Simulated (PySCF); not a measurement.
C3H9NSSi.
Atom-mapped SMILES: `[H]/[N:1]=[CH:2]\[CH2:3][CH2:4][S:5][SiH3:6]` (hydrogens: H7 on N1; H8 on C2; H9, H10 on C3; H11, H12 on C4; H13, H14, H15 on Si6)

Method used: PySCF 2.14.0, density-fitted response routines, TDDFT PBE0/def2-SVPD, vertical, gas phase, core orbitals frozen in the response. Isolated species at its GFN2-xTB geometry (one conformer only). Torsions of this conformer, `[H]/[N:1]=[CH:2]\[CH2:3][CH2:4][S:5][SiH3:6]`: N1–C2–C3–C4 124°, C2–C3–C4–S5 179°, C3–C4–S5–Si6 -80°.

Computed states:

```
state  E (eV)       f
   S1    5.02  0.0053
   S2    5.46  0.0032
   S3    5.71   0.015
   S4    6.20  0.0029
   S5    6.42  0.0072
   S6    6.69  0.0018
   S7    6.85  0.0076
   S8    6.92  0.0027
```

Each state is given a Gaussian of 0.5 eV full width at half maximum, with ε(max) = 2.175×10⁸ f / Δν̃ (Δν̃ the width in cm⁻¹). The width is an assumption, not a result. The curve ends short of the highest state used, and states not computed would add to its high-energy end.

Question: What does the envelope look like, and where are its maxima?

Answer: 
| λ (nm) | ε (L mol⁻¹ cm⁻¹) |
| --- | --- |
| 196.0 | 545 |
| 197.8 | 505 |
| 199.5 | 468 |
| 201.2 | 439 |
| 202.9 | 427 |
| 204.6 | 438 |
| 206.3 | 477 |
| 208.0 | 539 |
| 209.8 | 624 |
| 211.5 | 711 |
| 213.2 | 791 |
| 214.9 | 853 |
| 216.6 | 890 |
| 218.3 | 897 |
| 220.0 | 874 |
| 221.8 | 824 |
| 223.5 | 757 |
| 225.2 | 681 |
| 226.9 | 603 |
| 228.6 | 530 |
| 230.3 | 466 |
| 232.0 | 414 |
| 233.7 | 375 |
| 235.5 | 347 |
| 237.2 | 332 |
| 238.9 | 324 |
| 240.6 | 322 |
| 242.3 | 322 |
| 244.0 | 321 |
| 245.7 | 317 |
| 247.5 | 309 |
| 249.2 | 296 |
| 250.9 | 278 |
| 252.6 | 256 |
| 254.3 | 232 |
| 256.0 | 205 |
| 257.7 | 178 |
| 259.4 | 152 |
| 261.2 | 125 |
| 262.9 | 103 |
| 264.6 | 83 |
| 266.3 | 66 |
| 268.0 | 51 |
| 269.7 | 39 |
| 271.4 | 30 |
| 273.2 | 22 |
| 274.9 | 16 |
| 276.6 | 12 |
| 278.3 | 8 |
| 280.0 | 6 |
| 281.7 | 4 |
| 283.4 | 3 |
| 285.2 | 2 |
| 286.9 | 1 |
| 288.6 | 1 |
| 290.3 | 1 |

Maxima: 218 nm (5.69 eV), ε about 900, made up of S2 (11%) and S3 (88%) (ε in L mol⁻¹ cm⁻¹; maxima over ε = 5, shares over 10%). At its high-energy end, 6.32 eV, the curve is still rising (ε about 540, from S4 and S5).

Question: On this curve, what absorbance would a 10⁻⁴ mol/L sample give at 248 nm over a 1 cm path?

Answer: 248 nm is 4.999 eV, where ε is about 310 L mol⁻¹ cm⁻¹, so A = ε c l ≈ 0.031 (Beer–Lambert, with the gas-phase spectrum and the assumed width).

Question: What would ε be at 5.69 eV, the highest of these maxima, with half the width (0.25 eV)?

Answer: About 1580 L mol⁻¹ cm⁻¹ against 898, a factor of about 1.8; a lone state at its own centre would give exactly 2.

Question: Does any computed singlet lie in the visible range?

Answer: No computed singlet lies in the visible range (380 to 750 nm); the lowest, at 247 nm, stands 1.76 eV above its violet end (3.26 eV).
